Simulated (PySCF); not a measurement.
Radial density of Ne⁺ (neon, charge +1)

UHF, [He] 2s2 2p5, 2P determinant. Computed with PySCF 2.14 in aug-cc-pVDZ-DK (4s3p2d, 23 functions), with scalar relativity by spin-free X2C-1e.

```
r (bohr)  4πr²ρ (e/bohr)  4πr²(ρα − ρβ)
 0.00201         0.03244         0.0000
 0.00339         0.08973         0.0000
 0.00570          0.2405         0.0001
 0.00958          0.6147         0.0003
  0.0161           1.507         0.0008
  0.0271           3.392         0.0021
  0.0456           6.618         0.0056
  0.0767           10.10         0.0190
   0.129           10.43         0.0845
   0.217           6.560         0.3188
   0.365           5.374         0.8001
   0.614           7.622         1.1302
    1.03           4.871         0.6562
    1.74          0.9102         0.0991
    2.92         0.03350         0.0030
    4.91       2.623e-05         0.0000
```

Densities and radii are taken from the X2C orbitals without a picture-change correction, which distorts them close to the nucleus.
